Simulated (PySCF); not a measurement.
GaS: a base run and its variants

Base input, run as `OMP_NUM_THREADS=1 python input.py` with PySCF 2.14:

```python
from pyscf import gto, scf, tdscf

mol = gto.M(
    atom='Ga 0 0 0; S 0 0 2.19',
    basis='cc-pvdz',
    charge=0,
    spin=1,
    verbose=4,
)
mf = scf.UHF(mol)
mf.kernel()
td = tdscf.TDA(mf)
td.nstates = 5
td.kernel()
td.analyze()
mf.dip_moment()
print('orbital energies (hartree):', [e[max(0, n-3):n+3].round(4) for e, n in zip(mf.mo_energy, mol.nelec)])
```

Base result: E(SCF) = -2320.756696 Eh, 12 cycles, ⟨S²⟩ = 0.795, μz(SCF) = -4.20 D, first excitations without spin–orbit coupling 0.55, 0.55, 3.66, 4.03, 4.24 eV. The bond length is a typed value, not an optimised one. No search for the lowest solution was made.

It ran on Intel Xeon Platinum 8488C (1 thread, shared host) in 3.9 s, peak memory 0.12 GiB.

Each row names what differs from the base; energies in brackets are changes from the base.

| change | result | wall time (s) |
| --- | --- | --- |
| step after the SCF: tda → mp2; frozen orbitals: default → 0 | E(SCF) = -2320.756696 Eh (+0.0000 eV), 12 cycles, E(MP2) − E(SCF) = -0.19161 Eh, ⟨S²⟩ = 0.795, μz(SCF) = -4.20 D | 1.4 |
| DIIS space: default → off | E(SCF) = -2320.756696 Eh (+0.0000 eV), 34 cycles, ⟨S²⟩ = 0.795, μz(SCF) = -4.20 D, first excitations without spin–orbit coupling 0.56, 0.56, 3.66, 4.03, 4.24 eV | 3.4 |
| spin (2S): 1 → 5 [a high spin state] | E(SCF) = -2320.566652 Eh (+5.1714 eV), 11 cycles, ⟨S²⟩ = 8.762, μz(SCF) = 4.09 D, first excitations without spin–orbit coupling 2.13, 2.13, 2.89, 2.89, 6.64 eV | 2.2 |
| functional: none (Hartree–Fock) → pbe0; SCF type: UHF → UKS; step after the SCF: tda → analyze | E(SCF) = -2322.619560 Eh, 12 cycles, ⟨S²⟩ = 0.758, μz(SCF) = -3.59 D | 4.7 |
| Cartesian functions: off → on | E(SCF) = -2320.757461 Eh (-0.0208 eV), 12 cycles, ⟨S²⟩ = 0.795, μz(SCF) = -4.21 D, first excitations without spin–orbit coupling 0.56, 0.56, 3.66, 4.03, 4.24 eV | 4.5 |
| number of roots: 5 → 10 | E(SCF) = -2320.756696 Eh (+0.0000 eV), 12 cycles, ⟨S²⟩ = 0.795, μz(SCF) = -4.20 D, first excitations without spin–orbit coupling 0.55, 0.55, 3.66, 4.03, 4.24 eV | 4.6 |
| PCM solvent, dielectric constant: none → 78.36; step after the SCF: tda → analyze | E(SCF) = -2320.776449 Eh (-0.5375 eV), 13 cycles, ⟨S²⟩ = 0.785, μz(SCF) = -7.29 D | 5.7 |
| geometry: bond 2.19 → bond 2.453 | E(SCF) = -2320.742630 Eh (+0.3828 eV), 14 cycles, ⟨S²⟩ = 0.798, μz(SCF) = -4.93 D, first excitations without spin–orbit coupling 3.60, 3.77, 3.77, 3.96, 3.96 eV | 4.9 |
| cycle limit: 50 → 8 | not converged: SCF after 8 cycles | 3.3 |
| SCF type: UHF → RHF [runs as restricted open-shell] | E(SCF) = -2320.747990 Eh (+0.2369 eV), 11 cycles, μz(SCF) = -4.37 D, first excitations without spin–orbit coupling 0.05, 0.05, 3.08, 3.95, 4.00 eV | 4.1 |
| functional: none (Hartree–Fock) → b3lyp5; SCF type: UHF → UKS; step after the SCF: tda → analyze | E(SCF) = -2322.896780 Eh, 11 cycles, ⟨S²⟩ = 0.756, μz(SCF) = -3.30 D | 4.7 |
| step after the SCF: tda → mp2; frozen orbitals: default → 14 | E(SCF) = -2320.756696 Eh (+0.0000 eV), 12 cycles, E(MP2) − E(SCF) = -0.17731 Eh, ⟨S²⟩ = 0.795, μz(SCF) = -4.20 D | 2.1 |
| cycle limit: 50 → 3 [unsound on purpose] | not converged: SCF after 3 cycles | 6.2 |
| electric field along z (a.u.): none → 0.2 [unsound on purpose] [an earlier cycle lay lower, so not the lowest solution of its kind] [may be another electronic state] [spin-contaminated] | E(SCF) = -2322.247279 Eh (-40.5608 eV), ⟨S²⟩ = 1.191, μz(SCF) = 40.90 D, first excitations without spin–orbit coupling 0.26, 0.76, 1.33, 1.39, 1.68 eV | 12 |
| geometry: bond 2.19 → bond 2.124 | E(SCF) = -2320.758077 Eh (-0.0376 eV), 14 cycles, ⟨S²⟩ = 0.787, μz(SCF) = -4.18 D, first excitations without spin–orbit coupling 0.86, 0.86, 3.55, 4.11, 4.31 eV | 4.4 |
| spin (2S): 1 → 2 [unsound on purpose] | stops with RuntimeError (Electron number 47 and spin 2 are not consistent) | 0.91 |
| basis set: cc-pvdz → crenbl; core potential: off → on | E(SCF) = -87.501278 Eh, 14 cycles, ⟨S²⟩ = 0.790, μz(SCF) = -4.76 D, first excitations without spin–orbit coupling 0.48, 0.48, 3.84, 4.17, 4.37 eV | 5 |
| number of roots: 5 → 1 | E(SCF) = -2320.756696 Eh (+0.0000 eV), 12 cycles, ⟨S²⟩ = 0.795, μz(SCF) = -4.20 D, first excitations without spin–orbit coupling 0.55 eV | 1.8 |
| smearing width (hartree): none → 0.05; step after the SCF: tda → none [smearing does not keep the typed spin] | E(SCF) = -2320.622754 Eh (+3.6448 eV), μz(SCF) = -3.33 D | 1.7 |
| length unit: angstrom → bohr [unsound on purpose] | E(SCF) = -2319.135724 Eh (+44.1089 eV), 12 cycles, ⟨S²⟩ = 0.757, μz(SCF) = -0.47 D, first excitations without spin–orbit coupling 4.25, 4.25, 6.08, 6.76, 7.22 eV | 3.5 |
| basis set: cc-pvdz → ano-rcc-vdzp; spin-free X2C: off → on | E(SCF) = -2340.837896 Eh, 14 cycles, ⟨S²⟩ = 0.791, μz(SCF) = -4.49 D, first excitations without spin–orbit coupling 0.55, 0.55, 3.72, 4.22, 4.29 eV | 7.1 |
| electric field along z (a.u.): none → 0.005 | E(SCF) = -2320.749425 Eh (+0.1979 eV), 14 cycles, ⟨S²⟩ = 0.797, μz(SCF) = -3.19 D, first excitations without spin–orbit coupling 0.34, 0.34, 3.61, 3.90, 4.04 eV | 4 |

Problem. Order these changes by how far they move the SCF energy from the base, largest first: (1) PCM solvent, dielectric constant: none → 78.36; step after the SCF: tda → analyze; (2) SCF type: UHF → RHF; (3) electric field along z (a.u.): none → 0.005; (4) geometry: bond 2.19 → bond 2.453.

Solution. (1) -0.5375 eV, (4) +0.3828 eV, (2) +0.2369 eV, (3) +0.1979 eV.
